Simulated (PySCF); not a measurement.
Dissociation curve of H₃ClGe, SMILES [GeH3][Cl]. The Ge1–Cl5 bond (Ge1 also carries H, H, H; Cl5 carries nothing else) is stretched with both fragments frozen at the PBE0/def2-TZVP optimised geometry.

Levels: UKS-r2SCAN = unrestricted r2SCAN/cc-pVDZ run with PySCF; CASSCF(2,2)/cc-pVDZ (PySCF); UHF/STO-3G = unrestricted Hartree-Fock/STO-3G (PySCF); RKS-B3LYP/LANL2DZ = restricted B3LYP/LANL2DZ, with its core potentials past Ne (PySCF).

Energies are in kJ/mol, each relative to the lowest point of its own curve near equilibrium.

| R / Å | UKS-r2SCAN | CASSCF(2,2) | UHF/STO-3G | RKS-B3LYP/LANL2DZ |
|---|---|---|---|---|
| 1.72 | 331.0 | 357.7 | 321.8 | 402.7 |
| 1.81 | 181.6 | 199.5 | 178.8 | 241.2 |
| 1.92 | 73.5 | 83.6 | 71.6 | 116.0 |
| 2.04 | ___ | ___ | 14.3 | 40.7 |
| 2.11 | ___ | 5.0 | 1.7 | 17.1 |
| 2.16 | 0.0 | 0.0 | 0.0 | 7.0 |
| 2.24 | 2.8 | 0.4 | ___ | 0.0 |
| 2.29 | 8.4 | 4.6 | 17.1 | 0.1 |
| 2.35 | ___ | 12.8 | 33.0 | 3.8 |
| 2.49 | ___ | 40.8 | 83.4 | 23.2 |
| 2.68 | 100.2 | 88.8 | 168.9 | 63.2 |
| 2.90 | 160.4 | 146.3 | 269.4 | 116.2 |
| 3.27 | 249.0 | 229.9 | 361.1 | 200.4 |
| 3.56 | 298.0 | 276.6 | 388.7 | 255.0 |
| 3.85 | 328.4 | 305.7 | 398.8 | 298.5 |
| 4.28 | 354.5 | 325.6 | 402.5 | 345.8 |
| 4.71 | 368.5 | 332.2 | 402.4 | 377.5 |
| 5.32 | 378.2 | 334.6 | 402.5 | 404.9 |
| 5.80 | 381.8 | 335.0 | 402.5 | 417.5 |
| 6.48 | 384.2 | 335.2 | 402.6 | 428.1 |
| 7.60 | 385.4 | 335.2 | 402.6 | 436.8 |

Q: Fill in the missing entries.

A: 
- 2.04, UKS-r2SCAN: 16.8
- 2.04, CASSCF(2,2): 21.0
- 2.11, UKS-r2SCAN: 3.4
- 2.24, UHF/STO-3G: 7.3
- 2.35, UKS-r2SCAN: 18.2
- 2.49, UKS-r2SCAN: 49.2

The unrestricted determinant behind UKS-r2SCAN is spin-contaminated at 3.56 to 7.60 Å (<S²> up to 0.8, against 0.00 for a pure singlet). At the longest distance UKS-r2SCAN leaves fractional charges on the fragments, a sign of delocalisation error or of the restricted form. The unrestricted determinant behind UHF/STO-3G is spin-contaminated at 2.90 to 7.60 Å (<S²> up to 1.0, against 0.00 for a pure singlet). The restricted form behind RKS-B3LYP/LANL2DZ keeps the bonding electrons paired and can't separate into open-shell fragments.
